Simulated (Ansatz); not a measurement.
Ansatz (a quantum-chemistry and plane-wave program) input (CCSD(T)/aug-cc-pV(D+d)Z):
A basis named .json is the Basis Set Exchange file of that set.

Ansatz 0.2 input:
```yaml
crystal:
  periodic: [false, false, false]
  atoms:
    - {symbol: Si, position_ang: [0.39808670, 0.07294075, -0.17096364]}
    - {symbol: C, position_ang: [-0.62785549, -1.03391720, -1.30124093]}
    - {symbol: C, position_ang: [-0.49081229, 1.69762596, 0.18326114]}
    - {symbol: N, position_ang: [0.55683145, -0.76032575, 1.34762536]}
    - {symbol: H, position_ang: [-0.76366907, -0.56800183, -2.27886289]}
    - {symbol: H, position_ang: [-1.61443620, -1.21043572, -0.86144123]}
    - {symbol: H, position_ang: [-0.14643101, -2.00098120, -1.45900385]}
    - {symbol: H, position_ang: [-1.47839809, 1.50107389, 0.61217327]}
    - {symbol: H, position_ang: [-0.62104369, 2.27480527, -0.73389261]}
    - {symbol: H, position_ang: [0.07013921, 2.31569331, 0.88696393]}
    - {symbol: H, position_ang: [0.93384438, -0.27035499, 2.14574381]}
    - {symbol: H, position_ang: [0.86096722, -1.72294153, 1.35631176]}
basis:
  gaussian:
    orbitals: aug-cc-pV_D+d_Z.json
magnetization: {spin_polarized: true, initial_magnetization: 1}
correlation: {method: ccsd_t, electrons: outside_noble_gas}
output: {forces: true}
```

Output:

```
Functional definition: HF
integrals: 1.08 GiB planned
1722 factors; integrals over basis functions are off by at most 1.2e-3 eV
1.00 GiB of device memory are held for the factors and their scratch space
mean field: 1.15 GiB planned
mean field evaluation 1: about -11526.5603 eV, gradient 3.3e1 eV
mean field evaluation 2: about -11526.5842 eV, gradient 3.3e1 eV
mean field evaluation 4: about -11532.2543 eV, gradient 3.3e0 eV
mean field evaluation 8: about -11532.3791 eV, gradient 1.5e-1 eV
mean field evaluation 16: about -11532.3286 eV, gradient 1.1e0 eV
mean field -11532.37980773 eV, -423.8071410064 hartree, gradient 4.3e-6 eV, S^2 0.754357; 0 other end points of the search recorded, 0 dependent functions left out
8 core orbitals not correlated
reference -11532.37980773 eV, -423.8071410064 hartree; 13, 12 occupied and 152, 153 virtual orbitals, 1722 factors
densities: 7.64 GiB planned
second order -15.71925862 eV of doubles, -0.00000000 eV of singles
coupled cluster: 5.79 GiB planned
cycle   1  -16.66431426 eV  change   -9.5e-1 eV  update   8.8e-2
cycle   2  -17.09052605 eV  change   -4.3e-1 eV  update   2.7e-2
cycle   3  -17.17410563 eV  change   -8.4e-2 eV  update   1.4e-2
cycle   4  -17.17257043 eV  change    1.5e-3 eV  update   5.1e-3
cycle   5  -17.17125435 eV  change    1.3e-3 eV  update   2.6e-3
cycle   6  -17.17146319 eV  change   -2.1e-4 eV  update   1.1e-3
cycle   7  -17.17151392 eV  change   -5.1e-5 eV  update   4.1e-4
cycle   8  -17.17161253 eV  change   -9.9e-5 eV  update   1.6e-4
cycle   9  -17.17162535 eV  change   -1.3e-5 eV  update   6.2e-5
cycle  10  -17.17159880 eV  change    2.7e-5 eV  update   2.9e-5
cycle  11  -17.17161123 eV  change   -1.2e-5 eV  update   1.4e-5
cycle  12  -17.17161560 eV  change   -4.4e-6 eV  update   5.7e-6
cycle  13  -17.17161823 eV  change   -2.6e-6 eV  update   2.7e-6
perturbative correction -0.56134496 eV, -0.0206290467 hartree
the calculation of the forces begins
1.00 GiB of device memory are held for the factors and their scratch space
Total energy: -11550.11277092 eV, -424.4588153836 hartree
Atom 0 at     0.398087     0.072941    -0.170964 Å, force     0.086840     0.184773    -0.348007 eV/Å
Atom 1 at    -0.627855    -1.033917    -1.301241 Å, force     0.203723     0.176471     0.177375 eV/Å
Atom 2 at    -0.490812     1.697626     0.183261 Å, force     0.181837    -0.259765    -0.059704 eV/Å
Atom 3 at     0.556831    -0.760326     1.347625 Å, force    -0.256604    -0.056810     0.128222 eV/Å
Atom 4 at    -0.763669    -0.568002    -2.278863 Å, force    -0.069087     0.209932    -0.453975 eV/Å
Atom 5 at    -1.614436    -1.210436    -0.861441 Å, force    -0.428640    -0.074373     0.203940 eV/Å
Atom 6 at    -0.146431    -2.000981    -1.459004 Å, force     0.213516    -0.445648    -0.075840 eV/Å
Atom 7 at    -1.478398     1.501074     0.612173 Å, force    -0.429797    -0.097420     0.191415 eV/Å
Atom 8 at    -0.621044     2.274805    -0.733893 Å, force    -0.065975     0.271963    -0.420263 eV/Å
Atom 9 at     0.070139     2.315693     0.886964 Å, force     0.250328     0.288094     0.322924 eV/Å
Atom 10 at     0.933844    -0.270355     2.145744 Å, force     0.170624     0.174342     0.315296 eV/Å
Atom 11 at     0.860967    -1.722942     1.356312 Å, force     0.143236    -0.371559     0.018618 eV/Å
Dipole moment:     0.020756    -0.075313     0.136663 e Å
```

It need not be the lowest isomer of its formula.
